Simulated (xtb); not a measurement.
xtb input:

```bash
xtb mol.xyz --gfn 2 --ohess tight --chrg 0 --uhf 0
```
mol.xyz:
```
4

Br    -0.19512234     2.21542322    -0.03235647
Al    -0.02863119     0.00924393     0.00591493
Br     1.97659035    -0.96510164     0.08105262
Br    -1.83207863    -1.23236655    -0.13333252
```

Q: Which total energy does the run end on?

A: -13.51488 Eh (GFN2-xTB).
